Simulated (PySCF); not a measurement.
Isomers of C11H10, one conformer each; single-point electronic energies without zero-point terms and without any empirical dispersion term.

Computed with PySCF at PBE0/pcSseg-1, non-relativistic, each on one gas-phase PBE0-D3(BJ)/def2-SVP geometry that isn't relaxed in the solvent. The solvent is an IEF-PCM continuum (van der Waals radii × 1.2). Only the electrostatic response of the medium enters.

| isomer | relative energy, gas (kJ/mol) | dipole (D) |
| --- | --- | --- |
| `CC1=CC2=CC=CC=C2C=C1` | 0.0 | 0.54 |
| `C1=C[C@H]2C[C@@H]1c1ccccc12` | 141.1 | 0.51 |

Problem. How do the relative energies look in acetonitrile (ε = 35.69)?

Solution. 
```csv
isomer,"relative energy, solvent (kJ/mol)",E(solvent) − E(gas) (kJ/mol),dipole in solvent (D)
`CC1=CC2=CC=CC=C2C=C1`,0.0,-19.2,0.77
`C1=C[C@H]2C[C@@H]1c1ccccc12`,144.2,-16.1,0.75
```

The order is unchanged. `CC1=CC2=CC=CC=C2C=C1` gains most from the continuum, and it has the largest gas-phase dipole. The gains span 3.1 kJ/mol, the gas-phase energies 141.1 kJ/mol.
